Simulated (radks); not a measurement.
Values are calculated unless marked as measured or tabulated.
Ionisation ladder of neodymium, from Nd22+ to Nd43+. Each ion is in the ground configuration listed by NIST, and IE = E(next ion) - E(this ion). Code: a radial shooting solver on a logarithmic mesh with Libxc functionals. Model: scalar-relativistic Kohn-Sham, PBEsol, spin-polarised, spherical densities, finite nucleus; open shells are filled with parallel spins first (spin-orbit coupling, left out, can overturn this in heavy ions); Fermi nuclear charge, rms radius 4.9123 fm.

species	configuration	IE, Delta-SCF (eV)	-e(HOMO) (eV)	HOMO	<r> HOMO (bohr)	IE, NIST (eV)	kind	error (eV)
Nd22+	[Kr] 4d2	676.03	657.77	4d up	0.599	678	theory	-2.0
Nd23+	[Kr] 4d1	713.26	694.81	4d up	0.592	714	theory	-0.7
Nd24+	[Kr]	869.12	850.41	4p	0.575	859	theory	+10.1
Nd25+	[Ar] 3d10 4s2 4p5	907.19	888.56	4p down	0.570	896	theory	+11.2
Nd26+	[Ar] 3d10 4s2 4p4	944.86	926.52	4p down	0.565	939	theory	+5.9
Nd27+	[Ar] 3d10 4s2 4p3	994.20	974.78	4p up	0.560	978	theory	+16.2
Nd28+	[Ar] 3d10 4s2 4p2	1033.7	1014.4	4p up	0.556	1049	theory	-15.3
Nd29+	[Ar] 3d10 4s2 4p1	1072.7	1053.7	4p up	0.552	1092	theory	-19.3
Nd30+	[Ar] 3d10 4s2	1198.6	1179.7	4s	0.535	1191	theory	+7.6
Nd31+	[Ar] 3d10 4s1	1243.3	1224.3	4s up	0.532	1238.4	semi-emp.	+4.9
Nd32+	[Ar] 3d10	2142.6	2096.9	3d	0.234	2134	theory	+8.6
Nd33+	[Ar] 3d9	2236.3	2190.1	3d down	0.232	2224	theory	+12.3
Nd34+	[Ar] 3d8	2331.3	2284.5	3d down	0.229	2321	theory	+10.3
Nd35+	[Ar] 3d7	2427.2	2380.0	3d down	0.227	2425	theory	+2.2
Nd36+	[Ar] 3d6	2524.0	2476.4	3d down	0.225	2525	theory	-1.0
Nd37+	[Ar] 3d5	2650.2	2600.5	3d up	0.222	2627	theory	+23.2
Nd38+	[Ar] 3d4	2752.0	2701.8	3d up	0.220	2758	theory	-6.0
Nd39+	[Ar] 3d3	2854.9	2804.2	3d up	0.218	2861	theory	-6.1
Nd40+	[Ar] 3d2	2958.8	2907.7	3d up	0.216	2974	theory	-15.2
Nd41+	[Ar] 3d1	3063.5	3012.0	3d up	0.214	3078	theory	-14.5
Nd42+	[Ar]	3414.6	3369.7	3p	0.240	3371	theory	+43.6
Nd43+	[Ne] 3s2 3p5	3507.0	3462.4	3p down	0.238	3465	theory	+42.0

Reference values: NIST Atomic Spectra Database (exp. = measured, semi-emp. = semi-empirical, theory = theoretical value adopted there). The ionisation energy per charge of the ion left behind rises most, in proportion, at Nd32+ ([Ar] 3d10), from 38.855 to 64.926 eV. Open shells are spherical and high-spin; term and fine-structure splittings are not resolved. Spin-orbit splitting is averaged out at the scalar-relativistic level.
